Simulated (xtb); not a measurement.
BeF2, SMILES [F][Be][F]. All values are semi-empirical tight-binding results from xtb (GFN2-xTB unless named), good for trends rather than for accurate numbers. Geometry optimised at GFN2-xTB. The isomer is the one that the SMILES or the coordinates give; other isomers of the formula were not compared.

Optimised geometry:

```xyz
3

Be     0.0000     0.0000     0.0000
F      0.0000     0.0000    -1.3695
F      0.0000     0.0000     1.3695
```
Charge 0, spin multiplicity 1.

For metal compounds this method's bond lengths and energies can be far off.

The point group as xtb finds it comes out as D∞h, the orbital gap is 8.44 eV and the zero-point energy is 3.9 kcal/mol. The G − E(el) at 298.15 K (modified RRHO) comes out as -9.9 kcal/mol.

Computed IR lines (harmonic; lines under 4 % of the strongest left out, lines within 3 cm⁻¹ merged):
ν (cm⁻¹): 238 (vs), 1533 (vs) (against the strongest line: vs over 80 %, s over 45 %, m over 15 %, w over 4 %, vw less)

Computed atomic charges and the Wiberg bond orders between heavy atoms:
charges (e) Be1 0.71, F2 -0.36, F3 -0.36. Bond orders Be1–F2 1.08, Be1–F3 1.08.
